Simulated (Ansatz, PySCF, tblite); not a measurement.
Breaking a bond: SiH, doublet.

- UCCSDT(Q) = CCSDT(Q) on UHF/cc-pVTZ, frozen core (Ansatz, an electronic-structure program)
- ROCCSDT(Q) = CCSDT(Q)/B on ROHF/cc-pVTZ, frozen core (Ansatz)
- UKS-B3LYP/3-21G = unrestricted B3LYP/3-21G (PySCF)
- GFN2-xTB, 300 K electronic temperature (tblite)
- ROCCSDT = CCSDT on ROHF/cc-pVTZ, frozen core run with Ansatz

Energies are in kJ/mol, each relative to the lowest point of its own curve near equilibrium.

| R / Å | UCCSDT(Q) | ROCCSDT(Q) | UKS-B3LYP/3-21G | GFN2-xTB | ROCCSDT |
|---|---|---|---|---|---|
| 1.15 | 191.2 | 191.2 | 215.4 | 234.5 | 191.1 |
| 1.22 | 112.1 | 112.1 | 131.0 | 118.3 | 112.1 |
| 1.28 | 65.6 | 65.6 | 80.2 | 60.7 | 65.6 |
| 1.38 | 19.9 | 19.9 | 28.1 | 14.3 | 19.9 |
| 1.45 | 5.0 | 5.0 | 9.3 | 2.6 | 5.0 |
| 1.48 | 1.8 | 1.8 | 4.6 | 0.6 | 1.8 |
| 1.53 | 0.0 | 0.0 | 0.3 | 0.0 | 0.0 |
| 1.59 | 2.4 | 2.4 | 0.0 | 2.3 | 2.4 |
| 1.61 | 4.1 | 4.1 | 0.8 | 3.6 | 4.1 |
| 1.70 | 16.2 | 16.2 | 9.2 | 11.4 | 16.2 |
| 1.78 | 31.2 | 31.2 | 21.2 | 20.1 | 31.3 |
| 1.91 | 60.6 | 60.6 | 46.4 | 36.2 | 60.7 |
| 2.07 | 99.9 | 100.0 | 82.6 | 59.9 | 100.1 |
| 2.31 | 156.8 | 156.9 | 140.0 | 99.7 | 157.2 |
| 2.52 | 199.5 | 199.5 | 185.9 | 135.6 | 200.0 |
| 2.77 | 238.6 | 238.5 | 242.8 | 175.6 | 239.3 |
| 3.02 | 264.9 | — | 272.0 | 209.7 | — |
| 3.40 | 286.1 | — | 295.5 | 235.0 | — |
| 3.78 | 294.3 | — | 306.1 | — | — |
| 4.17 | 297.1 | — | 310.8 | — | — |
| 4.62 | 298.0 | — | 312.9 | — | — |
| 5.29 | 298.3 | — | 313.7 | — | — |
| 6.11 | 298.4 | — | 313.8 | — | — |

At the longest distance, 6.11 Å, UKS-B3LYP/3-21G lies highest above its minimum (313.8 kJ/mol) and UCCSDT(Q) lowest (298.4 kJ/mol).

Dashes: no converged value, or the column stops at the first point that the program doubted or that broke a chosen test of continuity, which isn't proof of a fault.

The unrestricted determinant behind UCCSDT(Q) is spin-contaminated at 1.15 to 1.28, 2.31 to 6.11 Å (<S²> up to 1.8, against 0.75 for a pure doublet). The T1 diagnostic of CCSD on the restricted reference of ROCCSDT(Q), ROCCSDT exceeds 0.045 at 2.52 to 3.02 Å. The unrestricted determinant behind UKS-B3LYP/3-21G is spin-contaminated at 2.52 to 6.11 Å (<S²> up to 1.8, against 0.75 for a pure doublet).
